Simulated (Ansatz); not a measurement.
Job for Ansatz (a quantum-chemistry and plane-wave program): R-wB97X-V/def2-TZVPPD on AlH3 (SMILES [AlH3]). Files ending in .json are basis or fitting sets from the Basis Set Exchange.

Ansatz 0.2 input:
```yaml
crystal:
  periodic: [false, false, false]
  atoms:
    - {symbol: Al, position_ang: [0.15416424, 0.33256906, 0.90957960]}
    - {symbol: H, position_ang: [1.05861000, 1.63455962, 1.00343385]}
    - {symbol: H, position_ang: [-1.37151095, 0.45401939, 1.38497158]}
    - {symbol: H, position_ang: [0.49958353, -0.77486270, -0.17499274]}
basis:
  gaussian:
    orbitals: def2-TZVPPD.json
hamiltonian:
  xc: {name: wB97X-V}
scf: {lower_state_search: off}
```

The head of its log:

```
WARN ansatz: RAYON_NUM_THREADS=1 ignored (pool sized by the plan → 1); use --threads N
Functional definition: wB97X-V
these checks for a lower state are left out or cut short: stability, starts, cluster_reference, orbital_swaps, neighbouring_geometries, increment
integrals: 0.03 GiB planned
485 factors; their error is unknown
integrals: 0.06 GiB planned
159 factors; integrals over basis functions are off by at most 2.9e-5 eV
mean field: 0.30 GiB planned
mean field evaluation 1: about -6643.5579 eV, gradient 8.5e0 eV
mean field evaluation 2: about -6643.8239 eV, gradient 2.2e0 eV
```

**Question.** Predict the final total energy.

**Answer.** -244.1570 hartree.
